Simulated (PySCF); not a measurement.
Gas-phase reaction: SnF4 + 3 Cl2 ⇌ SnCl2 + 4 ClF

Method: PySCF energies plus ideal-gas RRHO corrections (1 bar). † marks an energy on the PBE0/def2-TZVP geometry and frequencies. MP2 and CCSD(T) freeze the core. All species are closed-shell singlets. Sn: scalar-relativistic def2 core potential, no spin-orbit coupling. MP2 isn't extrapolated to the basis-set limit; its ΔH°(298 K) is 662.9 kJ in def2-SVP and 661.0 kJ in def2-TZVPP. CCSD(T) isn't extrapolated to the basis-set limit; its ΔH°(298 K) is 612.0 kJ in def2-SVP and 633.4 kJ in def2-TZVPP. The harmonic model lacks anharmonicity and excited electronic states, which grow with temperature; levels with a mode under 35 cm⁻¹ are left out. Soft modes under 120 cm⁻¹ make the harmonic entropy rough for SnCl2.

```json
[
 {"level": "CCSD(T)/def2-SVP†", "ΔE electronic, kJ": "617", "ΔH°(298 K), kJ": "612", "ΔS°(298 K), J/K": "184", "ΔG°(1800 K), kJ": "301"},
 {"level": "CCSD(T)/def2-TZVPP†", "ΔE electronic, kJ": "638", "ΔH°(298 K), kJ": "633", "ΔS°(298 K), J/K": "184", "ΔG°(1800 K), kJ": "322"},
 {"level": "HF/def2-TZVP†", "ΔE electronic, kJ": "661", "ΔH°(298 K), kJ": "656", "ΔS°(298 K), J/K": "184", "ΔG°(1800 K), kJ": "345"},
 {"level": "MP2/def2-SVP†", "ΔE electronic, kJ": "667", "ΔH°(298 K), kJ": "663", "ΔS°(298 K), J/K": "184", "ΔG°(1800 K), kJ": "351"},
 {"level": "ωB97M-V/def2-TZVP†", "ΔE electronic, kJ": "623", "ΔH°(298 K), kJ": "618", "ΔS°(298 K), J/K": "184", "ΔG°(1800 K), kJ": "307"}
]
```
ΔH° is lowest at CCSD(T)/def2-SVP† and highest at MP2/def2-SVP†. No reference value is set beside these.
